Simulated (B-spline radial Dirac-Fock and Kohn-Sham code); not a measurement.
## 2p3/2 emission of Sr⁺

System: strontium as Sr⁺ in the configuration [Kr] 5p1 (an excited configuration).

These are calculated numbers from an atomic code on a B-spline grid; the model is independent-particle rates on relativistic LDA orbitals of the hole state (multipoles up to L = 3, Coulomb Auger matrix elements, transition energies from Dirac-Fock).

```
       line  multipole  energy (eV)  rate (s⁻¹)  share (%)
 Lℓ (L3-M1)         E1       1579.9    1.84e+12       3.48
Lα2 (L3-M4)         E1       1806.5    5.14e+12       9.70
Lα1 (L3-M5)         E1       1808.3    4.57e+13       86.2
Lβ6 (L3-N1)         E1       1899.2    2.94e+11      0.556
```

The listed lines hold 100.0 % of the radiative rate. The radiative width is 0.0349 eV in the length form and 0.0356 eV in the velocity form; the two differ because the transition energies are not eigenvalue differences of the potential that gave the orbitals.
